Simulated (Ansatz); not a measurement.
Ansatz (a program for electronic structure) input file for HO₂, SMILES O[O] (connectivity only; charge and spin as stated), charge -1, multiplicity 1, CAM-B3LYP/def2-TZVPD. Geometry optimised at B3LYP-D3(BJ)/def2-TZVPD. The spin state was assumed, not searched. The isomer is the one that the SMILES or the coordinates give; other isomers of the formula were not compared.

Ansatz 0.2 input:
```yaml
crystal:
  periodic: [false, false, false]
  atoms:
    - {symbol: O, position_ang: [0.01639991, 0.81048469, 0.00000000]}
    - {symbol: O, position_ang: [-0.11818139, -0.69350465, 0.00000000]}
    - {symbol: H, position_ang: [0.81425187, -0.93584031, 0.00000000]}
basis:
  gaussian:
    orbitals: def2-TZVPD
hamiltonian:
  xc: {name: CAM-B3LYP}
total_charge: -1
```

It prints:

```
WARN ansatz: RAYON_NUM_THREADS=1 ignored (pool sized by the plan → 1); use --threads N
Functional definition: CAM-B3LYP
integrals: 0.01 GiB planned
419 factors; their error is unknown
integrals: 0.05 GiB planned
146 factors; integrals over basis functions are off by at most 3.9e-5 eV
mean field: 0.20 GiB planned
mean field evaluation 1: about -4106.5090 eV, gradient 2.8e1 eV
mean field evaluation 2: about -4106.1146 eV, gradient 3.5e1 eV
mean field evaluation 4: about -4107.9486 eV, gradient 3.2e0 eV
mean field evaluation 8: about -4107.9693 eV, gradient 2.8e-2 eV
mean field evaluation 16: about -4107.9693 eV, gradient 3.2e-5 eV
mean field -4107.96932658 eV, -150.9650882703 hartree, gradient 3.2e-5 eV, S^2 0.000000; 0 other end points of the search recorded, 0 dependent functions left out
reference -4107.96941801 eV, -150.9650916304 hartree; 9, 9 occupied and 80, 80 virtual orbitals, 419 factors
Total energy: -4107.96941801 eV, -150.9650916304 hartree
```

The run converged.
